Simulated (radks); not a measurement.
Species: F3+. Configuration: 1s1.5 2s2 2p2 3p0.5 (fractional occupations, a model configuration).

All-electron calculation, non-relativistic Kohn-Sham, TPSS, spin-polarised, spherical densities, point nucleus; open shells are filled with parallel spins first; meta-GGA in the generalised Kohn-Sham scheme. Program: a radial shooting solver on a logarithmic mesh with Libxc functionals.

Energy parts (eV):
| part | energy |
|---|---|
| total | -2230.089 |
| kinetic | 2226.355 |
| electron-nucleus | -4968.873 |
| Hartree | 712.385 |
| exchange-correlation | -199.956 |

Orbitals (lengths in bohr, moments of r in powers of bohr; <r^-3> diverges for s and p1/2; r(max) is where P^2 peaks):
\begin{tabular}{lrrrrr}
orbital & occ. & eigenvalue (eV) & r(max) & <r^2> & <r^-3> \\ \hline
1s up & 1 & -800.6305 & 0.1131 & 0.04003 & - \\
1s down & 0.5 & -779.0057 & 0.1135 & 0.04035 & - \\
2s up & 1 & -105.0102 & 0.6817 & 0.8068 & - \\
2s down & 1 & -97.6903 & 0.7009 & 0.8536 & - \\
2p up & 2 & -87.2708 & 0.5740 & 0.7086 & 14.87 \\
2p down & 0 & -78.5339 & 0.6010 & 0.7848 & 13.36 \\
3p up & 0.5 & -25.5876 & 2.262 & 7.153 & 2.181 \\
\end{tabular}

The highest occupied level is 3p up at -25.588 eV. The configuration is held as typed, so some empty levels lie below it. The electron density at the nucleus is 363.7 e/bohr^3. The density falls to 0.001 e/bohr^3 at r = 3.24 bohr. Spin moment in Bohr magnetons: 3. Virial ratio -V/T = 2.00168.
